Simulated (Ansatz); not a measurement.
Reaction (redistribution): `[SiH3][CH2][SbH2]` + `CB(O)CN` → `[OH][SbH][CH2][SiH3]` + `CBCN`

Program: Ansatz. Geometries: PBE0-D4/def2-TZVP. ΔE: electronic, gas phase. CBS: MP2 limit from def2 TZ/QZ plus the TZ coupled-cluster correction, frozen cores. DFT in def2-TZVPP. B3LYP here is the variant with VWN-RPA as its local correlation; programs differ in this. Elements past krypton have def2 core potentials. For Sb outer-core shells are correlated without core-valence functions, which leaves a few kJ/mol of doubt a bond. Each species was taken in one conformer, which may not be the lowest.

(1) Is it downhill or uphill in electronic energy at CCSD(T)/CBS, and by how much? (Best estimate.)

(2) What do these levels give: r2SCAN-D4, PBE0-D4, B3LYP-D4, ωB97M-V, PBE, r2SCAN, PBE0, B3LYP, SCS-MP2/def2-TZVPP, CCSD(T)/def2-TZVPP, SCS-MP2/def2-QZVPP, MP2/CBS(def2)? (An estimate is asked.)

Largest T1 diagnostic among the species: 0.014.

Answers

(1) Computed: Uphill: ΔE = +31.2 kcal/mol.

(2) The calculation gave: r2SCAN-D4 31.9, PBE0-D4 33.0, B3LYP-D4 31.5, ωB97M-V 32.4, PBE 31.5, r2SCAN 31.9, PBE0 33.0, B3LYP 31.4, SCS-MP2/def2-TZVPP 31.9, CCSD(T)/def2-TZVPP 33.5, SCS-MP2/def2-QZVPP 30.4, MP2/CBS(def2) 30.5 kcal/mol.

From PBE to PBE0 (25 % exact exchange), in def2-TZVPP and without D4, ΔE moves by +1.5 kcal/mol.
